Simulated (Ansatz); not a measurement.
Geometry optimisation, RKS PBE-D4/6-31G* in Ansatz 0.2.0.

Input:

```yaml
crystal:
  periodic: [false, false, false]
  atoms:
    - { symbol: O, position_ang: [0.19555, -0.63502, 1.46946] }
    - { symbol: S, position_ang: [-0.87672, -0.46833, 0.18785] }
    - { symbol: B, position_ang: [0.13984, 0.50678, -0.87687] }
    - { symbol: Cl, position_ang: [1.71654, 0.94613, -0.38824] }
    - { symbol: H, position_ang: [-0.21832, -1.20593, 2.12614] }
    - { symbol: H, position_ang: [-0.2966, 0.83265, -1.90964] }
basis:
  gaussian: { orbitals: "6-31G*" }
hamiltonian:
  xc: pbe
  dispersion: d4
relax:
  f_tol: 0.015
  max_steps: 40
```

Run as:

```bash
$ ansatz run input.yaml --threads 1 --pin off --max-ram 2048MiB --backend cpu --events-out ev --progress --plain --runs-dir out
```

Problem. Where does it end, and by what steps?

Solution. It converged. After 19 steps the energy has fallen by 0.205 eV; H5 moved furthest, 0.71 Å.

```
step  energy less start (eV)  largest force component (eV/Å)  accepted
   0                  0.0000                           1.227       yes
   1                 -0.0938                           0.577       yes
   2                 -0.1090                           0.271       yes
   3                 -0.0933                           0.387        no
   4                 -0.1227                           0.178       yes
   5                 -0.1309                           0.123       yes
   6                 -0.1337                           0.608       yes
   7                 -0.1709                           0.198       yes
   8                 -0.1769                           0.275       yes
   9                 -0.1798                           0.371       yes
  10                 -0.1818                           0.493       yes
  11                 -0.1388                           2.011        no
  12                 -0.1915                           0.073       yes
  13                 -0.1921                           0.756       yes
  14                 -0.2019                           0.061       yes
  15                 -0.2037                           0.147       yes
  16                 -0.2037                           0.157       yes
  17                 -0.2025                           0.277        no
  18                 -0.2048                           0.016       yes
  19                 -0.2049                           0.011       yes
```

```xyz
6
Properties=species:S:1:pos:R:3
O -0.279 -0.478 1.775
S -1.058 -0.270 0.272
B 0.141 0.471 -0.816
Cl 1.812 0.779 -0.373
H 0.315 -1.254 1.665
H -0.271 0.730 -1.914
```

The run took 48 s on 1 thread of Arm Neoverse V2, on a shared host, peak memory 0.15 GiB.
